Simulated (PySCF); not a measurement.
## TDDFT excited states: C7H11FO4

Species: CHF(COOEt)2, C7H11FO4.
Geometry (PBE0-D3(BJ)/def2-SVP, Å), atoms numbered from 1 in this order:
```
atom  x, y, z in Å
C1    -4.0823    0.5521   -0.3790
C2    -2.7516    1.1588   -0.0004
O3    -1.8486    0.1736    0.5130
C4    -1.1547   -0.5270   -0.3730
O5    -1.2634   -0.4629   -1.5647
C6    -0.1496   -1.4305    0.3363
F7     0.1028   -2.5173   -0.4270
C8     1.1103   -0.6166    0.6249
O9     1.0837    0.4047    1.2579
O10    2.1872   -1.1785    0.1045
C11    3.4291   -0.4899    0.2959
C12    3.6124    0.6129   -0.7202
H13   -4.7784    1.3450   -0.6909
H14   -3.9652   -0.1501   -1.2165
H15   -4.5280    0.0194    0.4742
H16   -2.2809    1.6513   -0.8643
H17   -2.8550    1.8882    0.8141
H18   -0.5700   -1.7343    1.3097
H19    4.1947   -1.2699    0.1888
H20    3.4591   -0.0933    1.3218
H21    2.8578    1.3999   -0.5814
H22    3.5333    0.2195   -1.7442
H23    4.6069    1.0683   -0.6003
```

Level of theory: TDDFT CAM-B3LYP/def2-SVPD, vertical, gas phase, core orbitals frozen in the response (PySCF).

| state | E (eV) | λ (nm) | f | main configurations (H = HOMO, L = LUMO) |
| --- | --- | --- | --- | --- |
| S1 | 5.84 | 212.2 | 0.0054 | H→L (51%), H-1→L+2 (22%), H-1→L (13%) |
| S2 | 5.90 | 210.3 | 0.0014 | H-1→L (48%), H→L+2 (19%), H→L (15%) |
| S3 | 7.70 | 161.1 | 0.011 | H→L+2 (50%), H-1→L (21%), H-1→L+2 (8%) |
| S4 | 7.85 | 158.0 | 0.016 | H-1→L+2 (31%), H-2→L (24%), H→L (14%) |
| S5 | 7.92 | 156.6 | 0.017 | H-2→L (50%), H-1→L+2 (16%) |
| S6 | 7.99 | 155.2 | 0.123 | H-3→L (64%), H→L+1 (10%), H-2→L+2 (10%) |
| S7 | 8.28 | 149.8 | 0.156 | H→L+1 (49%), H-3→L (14%) |
| S8 | 8.34 | 148.7 | 0.025 | H-1→L+1 (52%) |
| S9 | 8.39 | 147.7 | 0.0039 | H-4→L (42%), H-7→L (12%) |
| S10 | 8.42 | 147.3 | 0.0066 | H-5→L (35%), H-6→L (14%) |

Triplets, Tamm–Dancoff:

```tsv
state	E (eV)	λ (nm)	main configurations (H = HOMO, L = LUMO)
T1	5.33	232.5	H→L (49%), H-1→L+2 (21%), H-1→L (15%)
T2	5.41	229.2	H-1→L (46%), H→L+2 (19%), H→L (18%)
T3	5.98	207.4	H-2→L (31%), H-3→L (14%), H-3→L+2 (13%)
T4	6.01	206.4	H-3→L (35%), H-2→L (18%), H-2→L+2 (10%)
```

The lowest singlet lies at 5.84 eV (212 nm, ultraviolet) and is weak; its leading configuration is HOMO→LUMO (51%). The most intense listed level is S7 at 8.28 eV (150 nm, f = 0.156), 2.43 eV above S1. Löwdin shares by element: HOMO oxygen 58% or more, carbon 16% or more (atoms not listed hold the other 26%); LUMO carbon 36% or more, oxygen 30% or more (atoms not listed hold the other 34%). Weighted by f, the mean energy of these states is 8.09 eV. The listed states span 2.57 eV, and the widest gap between neighbours is 1.80 eV (S2 to S3). Orbital energies (eV): HOMO-3 -10.66, HOMO-2 -10.57, HOMO-1 -10.00, HOMO -9.90, LUMO 0.52, LUMO+1 1.14, LUMO+2 1.23. The window holds the lowest 10 singlets.

One conformer stands for the species.
